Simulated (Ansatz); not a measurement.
Compare A (`[AlH2][SiH]1C[SiH2]1`) with its isomer B (`[SiH3][SiH]1[CH2][AlH]1`).

Gas-phase electronic energies from Ansatz, PBE0-D4/def2-TZVP geometries. CCSD(T)/CBS is the MP2 limit (def2-TZVPP, def2-QZVPP) plus CCSD(T) − MP2 in def2-TZVPP, frozen cores. Functionals use def2-TZVPP. B3LYP here is the variant with VWN-RPA as its local correlation; programs differ in this.

Q: Which isomer does CCSD(T)/CBS put lower? Give the gap. (An estimate is asked.)

A: Ansatz gave: A, by 44.3 kJ/mol.

Q: Give E(B) − E(A) in kJ/mol with CCSD(T)/def2-SVP, HF/def2-TZVPP, ωB97M-V, CCSD/def2-TZVPP, CCSD(T)/def2-TZVPP, B3LYP-D4, B3LYP. (Best estimate.)

A: The calculation gave: CCSD(T)/def2-SVP 41.1, HF/def2-TZVPP 16.1, ωB97M-V 46.0, CCSD/def2-TZVPP 38.0, CCSD(T)/def2-TZVPP 43.8, B3LYP-D4 40.0, B3LYP 36.1. None reverses the order clearly.

Q: Does the order hold for the free energy at 298.15 K (harmonic terms from PBE0-D4)? (Estimate.)

A: The calculation gave: Yes: G(B) − G(A) = +37.7 kJ/mol. Modes under 60 cm⁻¹, often nearly free rotors, make the harmonic entropy too high.

Largest T1 diagnostic: 0.015.

From PBE to PBE0 (25 % exact exchange), in def2-TZVPP and without D4, E(B) − E(A) moves by −3.7 kJ/mol. The D4 term adds +3.9 kJ/mol with B3LYP and +1.9 kJ/mol with PBE0; it sums over pairs of atoms, weighted by their polarisabilities, and B3LYP, whose exchange is more repulsive, gets the larger term.
